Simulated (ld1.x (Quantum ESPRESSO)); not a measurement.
**Scattering properties, TM potential for zinc**

Zn, norm-conserving Troullier–Martins (Kleinman–Bylander form), made with ld1.x (Quantum ESPRESSO) 7.5 (PBEsol, scalar-relativistic). Core [Ne], reference 3s2 3p6 3d10 4s2 4p0. Waves: 3s (bound): rc 0.95 bohr; 3p (bound): rc 0.65 bohr; 3d (bound): rc 1.15 bohr. Local part: all-electron potential smoothed inside 0.75 bohr (lloc = -2). Core correction: none.

Occupied shells without a wave of their own: 4s. They enter only through the test configuration that unscreens the potential.

The phase is arctan(r·u′/u) with u = r·R(r), unwrapped; energies in Ry, scanned from -11 to 5 Ry. A pole is an energy at which the radial function vanishes at the test radius. The pseudo phase is shifted by a multiple of π to meet the all-electron one at the reference energy, and phase errors are pseudo minus all-electron; the curves can meet again beyond the range given. Levels narrower than the energy grid can be missing from the lists of poles.

```csv
channel,radius (bohr),reference energy (Ry),"poles, all-electron","poles, pseudo",unbroken range about the reference energy with phases within 0.05 rad,phase error 1 Ry above the reference energy (rad)
s,1.24,-9.48,-8.45,-8.45,below 2.0,-0.000
p,1.24,-6.12,-4.82,-4.82,the whole range,-0.000
d,1.24,-0.75,1.05,1.08,the whole range,+0.002
```

Phases in the d channel:

```csv
E (Ry),all-electron,pseudo
-11.00,1.327,1.328
-10.76,1.324,1.325
-10.52,1.321,1.322
-10.28,1.318,1.319
-10.04,1.315,1.315
-9.80,1.311,1.312
-9.56,1.308,1.308
-9.32,1.304,1.305
-9.08,1.300,1.301
-8.84,1.296,1.297
-8.60,1.292,1.293
-8.36,1.287,1.288
-8.12,1.283,1.284
-7.88,1.278,1.279
-7.64,1.272,1.273
-7.40,1.267,1.268
-7.16,1.261,1.262
-6.92,1.254,1.255
-6.68,1.247,1.249
-6.44,1.240,1.241
-6.20,1.232,1.233
-5.96,1.223,1.225
-5.72,1.214,1.216
-5.48,1.204,1.205
-5.24,1.192,1.194
-5.00,1.180,1.182
-4.76,1.166,1.168
-4.52,1.150,1.152
-4.28,1.132,1.134
-4.04,1.111,1.114
-3.80,1.088,1.091
-3.56,1.060,1.063
-3.32,1.026,1.030
-3.08,0.986,0.989
-2.84,0.935,0.939
-2.60,0.871,0.875
-2.36,0.786,0.790
-2.12,0.671,0.675
-1.88,0.510,0.515
-1.64,0.285,0.289
-1.40,-0.017,-0.014
-1.16,-0.366,-0.365
-0.92,-0.692,-0.692
-0.68,-0.944,-0.944
-0.44,-1.126,-1.126
-0.20,-1.256,-1.255
0.04,-1.351,-1.349
0.28,-1.424,-1.421
0.52,-1.480,-1.477
0.76,-1.526,-1.522
1.00,-1.564,-1.560
1.24,-1.597,-1.592
1.48,-1.625,-1.619
1.72,-1.649,-1.643
1.96,-1.672,-1.665
2.20,-1.692,-1.685
2.44,-1.712,-1.703
2.68,-1.730,-1.720
2.92,-1.747,-1.736
3.16,-1.763,-1.752
3.40,-1.779,-1.766
3.64,-1.795,-1.781
3.88,-1.811,-1.795
4.12,-1.827,-1.810
4.36,-1.843,-1.824
4.60,-1.859,-1.838
4.84,-1.876,-1.853
```
